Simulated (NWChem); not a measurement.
**Total energies of MgO**

```xyz
2

Mg     0.0000     0.0000     0.6990
O      0.0000     0.0000    -1.0486
```
Charge 0, spin multiplicity 1.

Everything below was run with NWChem. All single points use one geometry, from PBE0/def2-SVP, a minimum by its harmonic frequencies.

Basis set: def2-QZVP (108 functions).

| method | total energy (Ha) | relative cost |
|---|---|---|
| RHF | -274.38872 | 1 |
| MP2 | -274.73562 | under 3 |
| B2PLYP | -275.12235 | under 3 |
| PBE | -275.07444 | under 3 |
| B3LYP | -275.28562 | under 3 |
| PBE0 | -275.06882 | under 3 |
| CCSD(T) | -274.73544 | 100 |

Total energies of different functionals aren't comparable as a measure of quality: only differences taken within one method are. Costs are rough ratios of processor time within this set of runs, SCF included, with RHF as 1.

The correlated methods keep 6 core orbitals frozen. B3LYP has NWChem's definition, with VWN1-RPA local correlation. The structure started from a generated list of species. No row is a measurement; the coupled-cluster row has its own basis-set and correlation limits.
